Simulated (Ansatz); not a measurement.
Results of the Gaussian-basis code of Ansatz.

Basis-set series for BrH6N3Ti, SMILES `[NH2][Ti]([NH2])([NH2])[Br]`. Charge 0, multiplicity 1. All single points use the PBE0-D4/def2-TZVP geometry. It is one conformer, not always the lowest.

```json
{"functional": "PBE0-D4", "basis": "def2-SVP", "functions": "135", "energy (Eh)": "-3590.42506", "HOMO (eV)": "-7.26", "LUMO (eV)": "-1.18"}
{"functional": "PBE0-D4", "basis": "def2-QZVPP", "functions": "533", "energy (Eh)": "-3591.13595", "HOMO (eV)": "-7.58", "LUMO (eV)": "-1.46"}
{"functional": "ωB97M-V", "basis": "def2-SVP", "functions": "135", "energy (Eh)": "-3590.82714", "HOMO (eV)": "-9.50", "LUMO (eV)": "0.85"}
{"functional": "ωB97M-V", "basis": "def2-QZVPP", "functions": "533", "energy (Eh)": "-3591.53964", "HOMO (eV)": "-9.84", "LUMO (eV)": "0.37"}
```

Give the rows for def2-TZVPP. (Best estimate.)

The calculation gave: 
```
functional       basis  functions  energy (Eh)  HOMO (eV)  LUMO (eV)
   PBE0-D4  def2-TZVPP        289  -3591.05675      -7.55      -1.42
   ωB97M-V  def2-TZVPP        289  -3591.46418      -9.80       0.74
```

Positive LUMOs are unbound and depend on the basis. Scalar relativity is left out up to krypton.
